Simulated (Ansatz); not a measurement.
`C#[C][GeH2][NH2]` → `C#C` + `[NH2][GeH]` at 298.15 K and 1 bar (germylene formation by 1,1-elimination).

Isolated molecules relaxed with PBE0-D4/def2-TZVP in Ansatz; ΔE leaves out vibrations. CCSD(T)/CBS adds triple-zeta CCSD(T) − MP2 to the extrapolated MP2 energy (def2 sets, frozen cores). This one scheme is used for every species. For Ge outer-core shells are correlated without core-valence functions, which leaves a few kJ/mol of doubt a bond. Scalar relativity is left out up to krypton. Each species was taken in one conformer, which may not be the lowest.

```csv
species,CCSD(T)/CBS energy (Eh),H − E (kJ/mol),S (J/(mol·K))
`C#[C][GeH2][NH2]`,-2209.87304,178.5,326.6
`C#C`,-77.22717,80.8,200.2
`[NH2][GeH]`,-2132.60664,96.5,259.1
```

H − E and S are ideal-gas, rigid-rotor, harmonic terms from PBE0-D4/def2-TZVP, for one conformer and one mirror image of each species. 1 Eh = 2625.50 kJ/mol, R = 8.31446 J/(mol·K).

Problem. By hand: ΔE, ΔH, ΔS and ΔG.

Solution. ΔE = (-77.22717) + (-2132.60664) − (-2209.87304) = 0.03923 Eh = 103.0 kJ/mol. Δ(H − E) = 80.8 + 96.5 − 178.5 = -1.2, so ΔH = 101.8 kJ/mol. ΔS = 200.2 + 259.1 − 326.6 = 132.7 J/(mol·K). ΔG = 101.8 − 298.15 × (132.7)/1000 = 62.2 kJ/mol.

Problem. By hand: the equilibrium constant, and the temperature at which ΔG would vanish if ΔH and ΔS stayed fixed.

Solution. log₁₀ K = −ΔG/(RT ln 10) = -10.9. ΔG = 0 at ΔH/ΔS = 767 K.

The number of gas molecules changes by +1, which sets the sign of ΔS. A doubt of 5 kJ/mol in ΔE shifts log₁₀ K by 0.9 here. Other conformers and mirror images would add mixing entropy, several J/(mol·K) or more a flexible species. These are equilibria of isolated gas molecules and say nothing of rates. Largest T1 diagnostic: 0.015 (customary marks: 0.02 for closed shells, 0.045 for open ones).
